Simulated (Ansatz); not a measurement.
Cartesian coordinates in Å:
```
N -1.541 -1.079 0.534
Ta -0.145 -0.101 0.050
N -0.503 1.810 0.511
N 0.126 -0.292 -1.921
N 1.469 -0.754 1.032
H -2.333 -1.633 0.810
H -0.101 2.595 0.019
H -1.241 2.133 1.117
H 1.018 -0.191 -2.382
H -0.544 -0.687 -2.563
H 2.267 -0.177 1.257
H 1.529 -1.625 1.536
```

Total charge 0; spin multiplicity 1. Ta takes the def2 core potential.

(1) List the PBE/def2-TZVPP orbital energies in eV (Ansatz 0.2.0). (Estimate.)

Results:

(1) Ansatz gave: Occupied: -379.60, -379.60, -379.60, -378.94, -69.93, -37.25, -36.95, -36.95, -20.22, -20.01, -20.01, -18.04, -11.57, -11.51, -11.51, -9.97, -9.32, -9.02, -9.02, -6.46, -6.46, -5.70, -5.70, -5.40. Lowest empty: -0.50, -0.36, -0.36, -0.23, 0.73, 0.73, 1.42, 1.46.
